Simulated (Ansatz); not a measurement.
CH10O2Si3, SMILES C[Si@H](O)O[SiH2][SiH3].

The structure is a stationary point at B3LYP-D3(BJ)/def2-SVP. The structure was generated by enumeration; whether it is a known compound was not checked. Other conformers were not sampled.

Two levels are set side by side: PBE/def2-SVPD (Ansatz, a first-principles code) and CAM-B3LYP/def2-SVPD (Ansatz). Energy differences of separate SCF runs at the same geometry; the states with an electron removed or added have multiplicity 2 and 2. Differences are taken from unrounded values.

```tsv
quantity	PBE
vertical ionisation energy (eV)	9.31
vertical singlet–triplet gap (eV)	5.36
```

Problem. These are the PBE values. What does CAM-B3LYP give? (An estimate is asked for; the answer gives what the named calculation found.)

Solution. 
| quantity | CAM-B3LYP | PBE minus CAM-B3LYP |
|---|---|---|
| vertical ionisation energy (eV) | 9.94 | -0.63 |
| vertical singlet–triplet gap (eV) | 5.99 | -0.63 |
